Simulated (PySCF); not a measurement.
CH10NSi3 (doublet state).
Cartesian coordinates in Å at the PBE0-D3(BJ)/def2-SVP level; atoms count from 1:
```xyz
15
CH10NSi3 angstrom
N     -2.3557   -0.7371    1.2305
Si    -1.5713    0.7896    0.9577
Si    -0.3007    0.5866   -1.0170
C      1.0083   -0.6923   -0.7487
Si     2.7028   -0.3835   -0.0611
H     -2.7435   -0.9301    2.1481
H     -2.9584   -1.1152    0.5077
H     -2.4725    1.9906    0.8331
H     -0.6738    1.0438    2.1269
H     -1.2279    0.1913   -2.1283
H      0.3091    1.9126   -1.3522
H      0.7124   -1.7414   -0.8887
H      2.8846   -1.0853    1.2505
H      3.7591   -0.8944   -0.9931
H      2.9187    1.0807    0.1480
```

The hyperfine couplings belong to this conformer and change with its torsions.

The species is `N[SiH2][SiH2][CH][SiH3]` [radical].

Computed with UKS B3LYP, IGLO-III on C N Si, pcH-1 on H, non-relativistic, mean-field spin-orbit, GIAO (PySCF). One conformer (not necessarily the lowest) at the PBE0-D3(BJ)/def2-SVP geometry, without solvent, vibrations or thermal averaging. The SCF solution wasn't tested for stability.

**Question.** The isotropic 29Si couplings are -75.1, +48.0, +45.8 MHz. Assign them to Si2; Si3; Si5.

**Answer.** 
```json
{"site": "Si2", "a_iso (MHz)": "-75.1", "ρ(0) (bohr⁻³)": "+0.0846", "position": "2 bonds from C4", "distance from C4 (Å)": "3.43", "spin population": "+0.06", "largest |T| (MHz)": "16.4"}
{"site": "Si3", "a_iso (MHz)": "+48.0", "ρ(0) (bohr⁻³)": "-0.0541", "position": "1 bond from C4", "distance from C4 (Å)": "1.85", "spin population": "-0.04", "largest |T| (MHz)": "2.1"}
{"site": "Si5", "a_iso (MHz)": "+45.8", "ρ(0) (bohr⁻³)": "-0.0516", "position": "1 bond from C4", "distance from C4 (Å)": "1.85", "spin population": "-0.03", "largest |T| (MHz)": "1.9"}
```

**Question.** The isotropic 1H couplings, averaged over equivalent nuclei, are -49.6, +43.6, +29.7, +12.2, +1.5 MHz. Assign them to H6/H7; H8/H9; H10/H11; H12; H13/H14/H15.

**Answer.** 
```tsv
site	a_iso (MHz)	ρ(0) (bohr⁻³)	position	distance from C4 (Å)	bound to	spin population there	largest |T| (MHz)
H6/H7	+1.5	+0.0003	4 bonds from C4	4.46	N1	0.00	1.7
H8/H9	+12.2	+0.0027	γ, 3 bonds from C4	4.21	Si2	+0.06	2.4
H10/H11	+29.7	+0.0066	β, 2 bonds from C4	2.77	Si3	-0.04	4.7
H12	-49.6	-0.0111	α, 1 bond from C4	1.10	C4	+0.93	33.8
H13/H14/H15	+43.6	+0.0098	β, 2 bonds from C4	2.77	Si5	-0.03	5.0
```

ρ(0) is the spin density at the nucleus and T the dipolar tensor; a_iso includes a spin–orbit part; entries for several nuclei are means. The largest Mulliken spin populations are on C4 (+0.93) and Si2 (+0.06). No atom but C4 exceeds +0.15. The angles at C4 add up to 359.5°, so it is planar; its axial dipolar tensor and the negative coupling of its proton fit spin in a p orbital normal to that plane.

Examples of negative spin density at the nucleus (bohr⁻³): Si3 (-0.0541), Si5 (-0.0516) and H12 (-0.0111).

Nuclei that the bonding pattern makes equivalent are averaged, as if the motion that swaps them (rotation, inversion, ring flip) were fast. The three 1H nuclei of mean +43.6 MHz run from -2.0 to 67.6 MHz in the frozen geometry. The 1H value of +12.2 MHz is a mean of couplings from -3.1 to 27.5 MHz in this one geometry, not an average over conformers. The 1H value of +29.7 MHz is a mean of couplings from 25.0 to 34.4 MHz in this one geometry, not an average over conformers.
